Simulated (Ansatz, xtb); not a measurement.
## GaH5N2O: where a starting geometry ends

The starting geometry of this gas-phase singlet was built from a drawn formula by distance geometry; its bonds are those of `N[N](O)[GaH2]`.

```json
{"atom": "Ga", "x (Å)": "1.3556", "y (Å)": "1.1812", "z (Å)": "1.3049"}
{"atom": "N", "x (Å)": "-1.0344", "y (Å)": "-0.1640", "z (Å)": "0.7745"}
{"atom": "N", "x (Å)": "0.3428", "y (Å)": "-0.4526", "z (Å)": "1.0991"}
{"atom": "O", "x (Å)": "0.7809", "y (Å)": "-1.2561", "z (Å)": "0.1384"}
{"atom": "H", "x (Å)": "-1.3455", "y (Å)": "-0.7526", "z (Å)": "-0.0015"}
{"atom": "H", "x (Å)": "-1.5630", "y (Å)": "-0.4844", "z (Å)": "1.6576"}
{"atom": "H", "x (Å)": "1.6900", "y (Å)": "-0.9644", "z (Å)": "-0.1365"}
{"atom": "H", "x (Å)": "1.9858", "y (Å)": "1.5309", "z (Å)": "-0.1798"}
{"atom": "H", "x (Å)": "2.5710", "y (Å)": "0.8823", "z (Å)": "2.2751"}
```

Q: Where would you expect an optimisation with r2SCAN-D4/def2-SVP to take it?

A: It keeps its bonds, and is `N[N](O)[GaH2]`.

The energy falls by 2.24 eV over 19 steps:

```
step  E − E(last) (eV)
   1             2.242
   3             1.262
   5             0.906
   7             0.598
   9             0.325
  11             0.160
  13             0.029
  15             0.006
  17             0.000
  19             0.000
```

Final geometry (Å):

| atom | x (Å) | y (Å) | z (Å) |
| --- | --- | --- | --- |
| Ga | 1.7026 | 1.0895 | 1.0601 |
| N | -0.7567 | -0.3297 | 1.3098 |
| N | 0.4524 | -0.1939 | 0.6765 |
| O | 0.5490 | -0.9257 | -0.5554 |
| H | -1.5273 | -0.0928 | 0.6764 |
| H | -0.9030 | -1.2940 | 1.6265 |
| H | 0.9205 | -1.7857 | -0.2979 |
| H | 2.9439 | 1.0923 | 0.1275 |
| H | 1.4016 | 1.9603 | 2.3082 |

From the same start GFN2-xTB ends elsewhere, differing in Ga1–O4 (1.74 against 2.83 Å here), N3–O4 (2.74 against 1.44 Å here).

The end wasn't checked by frequencies. Run with Ansatz 0.2.0, 42 s on 2 threads of Intel(R) Xeon(R) Platinum 8259CL CPU @ 2.50GHz (Skylake/Cascade Lake), on a shared host.
